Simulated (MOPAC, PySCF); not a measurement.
HF₃SeSi, SMILES `F[Si](F)([SeH])F`, neutral singlet in the gas phase. 

Z-matrix (Å, degrees):
```
Si
F 1 1.5748
F 1 1.5761 2 108.48
F 1 1.5762 2 108.37 3 114.68
Se 1 2.2322 2 107.58 4 122.70
H 5 1.4700 1 90.42 2 179.07
```
Charge 0, multiplicity 1.

All levels are single points at this geometry (r2SCAN-D4/def2-TZVP); Pople sets use spherical d functions. Orbital energies aren't observables, and empty levels follow the basis.

M06-2X/6-31G* in PySCF gives gap (eV) = 9.73.

Q: Estimate the gap (eV) from each of these levels: PBE-D3(BJ)/def2-TZVP in PySCF; r2SCAN-D4/def2-TZVP in PySCF; B3LYP/3-21G in PySCF; B3LYP/6-31G* in PySCF; B3LYP/LANL2DZ in PySCF; HF/3-21G in PySCF; HF/6-31G* in PySCF; HF/STO-3G in PySCF; AM1 in MOPAC; PM3 in MOPAC; PM6 in MOPAC; PM7 in MOPAC.

A: 
```
level                          gap (eV)
-----------------------------  --------
PBE-D3(BJ)/def2-TZVP in PySCF      5.40
r2SCAN-D4/def2-TZVP in PySCF       5.98
B3LYP/3-21G in PySCF               7.30
B3LYP/6-31G* in PySCF              7.16
B3LYP/LANL2DZ in PySCF             7.09
HF/3-21G in PySCF                 14.26
HF/6-31G* in PySCF                13.98
HF/STO-3G in PySCF                16.63
AM1 in MOPAC                       6.92
PM3 in MOPAC                       7.18
PM6 in MOPAC                       8.99
PM7 in MOPAC                       7.52
```
